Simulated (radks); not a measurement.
Valence configurations of the lead ion Pb+. All-electron calculation, Dirac Kohn-Sham, PBE, spin-unpolarised, spherical densities, finite nucleus; open shells fill j = l - 1/2 first; Fermi nuclear charge, rms radius 5.5012 fm. Program: a radial shooting solver on a logarithmic mesh with Libxc functionals. Energies are relative to [Hg] 6p1; eigenvalues in eV.

valence                     E (eV)  e(4f5/2)  e(4f7/2)  e(5d3/2)  e(5d5/2)  e(6p1/2)
[Hg] 6p1                     0.000   -142.46   -137.43   -29.878   -27.290   -10.938
[Xe] 4f14 5d10 6s1.5 6p1.5   3.967   -143.14   -138.11   -30.508   -27.911   -11.268
[Xe] 4f14 5d10 6s1 6p2       7.973   -143.81   -138.78   -31.121   -28.515   -11.588
[Xe] 4f14 5d9 6s2 6p2       17.663   -148.03   -143.00   -34.030   -31.318   -12.344
[Xe] 4f14 5d8 6s2 6p3       40.367   -154.39   -149.35   -38.797   -35.955   -14.070
[Xe] 4f13.5 5d10 6s2 6p1.5  65.394   -151.92   -146.82   -32.877   -30.136   -11.701
[Xe] 4f13.5 5d9.5 6s1 6p3   85.778   -156.75   -151.64   -36.830   -34.005   -13.394
[Xe] 4f13.5 5d8.5 6s2 6p3   98.507   -161.18   -156.07   -39.821   -36.888   -14.139
[Xe] 4f12.5 5d10 6s2 6p2.5  210.50   -171.71   -166.46   -39.384   -36.336   -13.399
[Xe] 4f12 5d10 6s2 6p3      290.57   -182.03   -176.70   -42.886   -39.680   -14.332

NIST lists [Hg] 6p1 as the ground configuration; this level of theory agrees among the configurations tried. The energies are those of spherical spin-averaged densities, not of single terms.
